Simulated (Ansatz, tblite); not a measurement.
Forces on the cluster Se5⁺ at its r2SCAN-D4/def2-SVP geometry. Charge 1, multiplicity 2.

The xTB rows come from tblite. Another isomer (doublet) lies 1.23 eV lower at PBE0-D4/def2-TZVP; other spin states weren't run for this one.

GFN1-xTB (tblite), largest force 1.25 eV/Å:

```xyz
5
positions Å, forces eV/Å
Se    0.174   -0.581    0.008   -0.360    1.198   -0.010
Se    3.631    0.546    0.320   -0.607    0.294   -0.023
Se   -2.079    0.236   -0.226    0.630   -0.938    0.086
Se    1.604    1.344    0.219   -0.007   -1.133   -0.074
Se   -3.331   -1.546   -0.321    0.343    0.578    0.021
```

GFN2-xTB (tblite), largest force 0.35 eV/Å:

```
Se -0.015 0.048 0.000
Se -0.212 0.177 -0.001
Se -0.155 -0.311 -0.003
Se 0.303 -0.176 0.004
Se 0.080 0.263 0.000
```

PBE-D4/def2-TZVP (Ansatz), largest force 0.23 eV/Å:

```
Se -0.004 0.013 -0.001
Se 0.218 -0.068 0.014
Se 0.083 0.153 0.008
Se -0.152 0.081 -0.008
Se -0.146 -0.179 -0.013
```
